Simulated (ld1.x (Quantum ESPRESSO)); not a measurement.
Configuration tests for platinum (Pt) (TM)

Pt (Z = 78), norm-conserving Troullier–Martins (Kleinman–Bylander form), made with ld1.x (Quantum ESPRESSO) 7.5 (PBE, fully relativistic). Core [Xe] 4f14, reference 5d10 6s0 6p0. Waves: 6s (bound, empty): rc 1.80 bohr; 5d (bound): rc 2.25 bohr; 6p (bound, empty): rc 4.20 bohr. Local part: the p channel. Core correction: a·sin(br)/r model core inside 1.70 bohr.

Open shells are filled in proportion to 2j + 1 (rel_dist='average').

Energies are relative to the spin-unpolarised reference configuration 5d10 6s0 6p0; without spin polarisation the order of configurations can differ from experiment. The p channel is local and has no spin–orbit splitting in the pseudo-atom.

Give the all-electron excitation energy and the error of the potential for: 5d9 6s1 6p0; 5d9 6s0 6p0; 5d8 6s0 6p0; 5d6 6s0 6p0; 5d9.5 6s0.5 6p0; 5d9 6s0.5 6p0; 5d7 6s0 6p0.

```
valence configuration  charge  ΔE all-electron (eV)  error AE − PS (meV)
          5d9 6s1 6p0       0                 0.039                  -50
          5d9 6s0 6p0      +1                 9.250                  -81
          5d8 6s0 6p0      +2                29.231                 -442
          5d6 6s0 6p0      +4               107.076                -2329
      5d9.5 6s0.5 6p0       0                -0.093                  -13
        5d9 6s0.5 6p0    +0.5                 3.742                  -54
          5d7 6s0 6p0      +3                61.445                -1186
```
